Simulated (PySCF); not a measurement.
## Shapes and spin states of La2S

These are results of PBE in PySCF with S def2-SVP, La def2-SVP with ECP46; scalar-relativistic core potentials, no spin–orbit coupling; density-fitted integrals, not measurements.

Relaxations began from a few typed shapes and spin states; open shells are unrestricted. The search is not exhaustive: other isomers or separated fragments can lie lower, and high-lying points may rest on an excited occupation.

Question: Which is the lowest minimum found?
A. triplet C2v: La–La 3.592 Å, S–La 2.650 Å (×2); La–La–S 47.3° (×2), La–S–La 85.3°
B. quintet D∞h: S–La 2.639 Å (×2); La–S–La 180.0°
C. quintet C2v: La–La 3.048 Å, S–La 2.673 Å (×2); La–La–S 55.2° (×2), La–S–La 69.5°
D. broken-symmetry Ms = 0 (⟨S²⟩ 0.96) C2v: La–La 3.215 Å, S–La 2.666 Å (×2); La–La–S 52.9° (×2), La–S–La 74.1°
E. quintet C2v: La–La 3.047 Å, S–La 2.673 Å (×2); La–La–S 55.3° (×2), La–S–La 69.5°

Answer: D. The others lie at 5.4 (quintet C2v), 5.6 (quintet C2v), 28.1 (triplet C2v), 112.1 (quintet D∞h, a saddle point) kJ/mol above it.

For the lowest minimum: the determinant is spin-contaminated (⟨S²⟩ = 0.96, pure value 0.00). The spin densities have lower symmetry than the nuclear frame.
